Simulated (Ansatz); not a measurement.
One change: `[NH2][AlH][SiH2][SiH2]Cl` becomes `C[SiH2][SiH2]Cl`.

Ansatz, PBE0-D4/def2-TZVP geometries, multiplicity 1. Each molecule was computed in one conformer, which needn't be the lowest.

```csv
property,`[NH2][AlH][SiH2][SiH2]Cl`
LUMO energy (PBE0/def2-TZVPP) / eV,-1.33
HOMO–LUMO gap (ωB97M-V/def2-TZVPP) / eV,9.77
HOMO energy (B3LYP/def2-TZVPP) / eV,-7.30
HOMO–LUMO gap (PBE/def2-TZVPP) / eV,4.29
size of the dipole moment (PBE/def2-TZVPP) / D,0.82
size of the dipole moment (ωB97M-V/def2-TZVPP) / D,0.89
```

Q: What does the change do to each property? (Best estimate.)

A: Computed: 
| property | `C[SiH2][SiH2]Cl` | shift |
| --- | --- | --- |
| LUMO energy (PBE0/def2-TZVPP) / eV | -0.46 | 0.87 |
| HOMO–LUMO gap (ωB97M-V/def2-TZVPP) / eV | 11.28 | 1.51 |
| HOMO energy (B3LYP/def2-TZVPP) / eV | -7.74 | -0.44 |
| HOMO–LUMO gap (PBE/def2-TZVPP) / eV | 5.45 | 1.16 |
| size of the dipole moment (PBE/def2-TZVPP) / D | 1.52 | 0.70 |
| size of the dipole moment (ωB97M-V/def2-TZVPP) / D | 1.57 | 0.68 |

With PBE0 the HOMO falls by 0.43 eV and the LUMO rises by 0.87 eV, so the gap widens by about 1.30 eV. PBE moves the HOMO by -0.40 eV and ωB97M-V by -0.53 eV. Dipoles are sizes alone; their direction can turn.

B3LYP here is the variant with VWN-RPA as its local correlation; programs differ in this.
